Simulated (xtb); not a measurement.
F6Sb, charge -1, singlet, geometry from GFN2-xTB.

Input for xtb:
```
$ xtb mol.xyz --gfn 1 --chrg -1 --gbsa thf --json

# file mol.xyz
7

F     -0.44409035    -1.33755003    -1.30118803
Sb     0.00000000    -0.00000000    -0.00000000
F      1.86128177    -0.22198035    -0.40706450
F      0.13326868    -1.35684607     1.34927937
F     -0.13326868     1.35684607    -1.34927937
F      0.44409035     1.33755003     1.30118803
F     -1.86128177     0.22198035     0.40706450
```

### Question
What does this run give for the HOMO-LUMO gap, partial charges in atom order, total energy?

### Answer

```yaml
HOMO-LUMO gap: 3.61 eV
partial_charges_in_atom_order: F1 -0.32, Sb2 0.91, F3 -0.32, F4 -0.32, F5 -0.32, F6 -0.32, F7 -0.32
total_energy: -33.796546 Ha
```
